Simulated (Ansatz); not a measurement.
Wavefunction ladder for `N#[C][GeH2][C]#N`

| atom | x (Å) | y (Å) | z (Å) |
| --- | --- | --- | --- |
| N1 | 0.940 | 2.049 | 1.568 |
| C2 | 0.677 | 1.244 | 0.789 |
| Ge3 | 0.281 | -0.076 | -0.540 |
| C4 | -1.170 | -1.111 | 0.158 |
| N5 | -2.041 | -1.753 | 0.549 |
| H6 | -0.181 | 0.627 | -1.810 |
| H7 | 1.494 | -0.980 | -0.714 |

Charge 0, multiplicity 1. Correlated methods include outer-core shells of Ge, which these sets cover unevenly. Scalar relativity is left out up to krypton. The structure was optimised at the PBE0-D4/def2-TZVP level. Frozen core, restricted reference, Ansatz.

```json
{"basis": "def2-SVP", "HF (Eh)": "-2260.73912", "MP2 corr.": "-0.77705"}
{"basis": "def2-TZVPP", "HF (Eh)": "-2261.22492", "MP2 corr.": "-0.91767"}
{"basis": "def2-QZVPP", "HF (Eh)": "-2261.27370", "MP2 corr.": "-1.22364"}
```

Q: Estimate the CCSD correlation energy and the (T) correction in each basis where they were run (hartree).

A: 
```tsv
basis	CCSD corr.	(T)
def2-SVP	-0.78823	-0.03213
def2-TZVPP	-0.92348	-0.04656
```
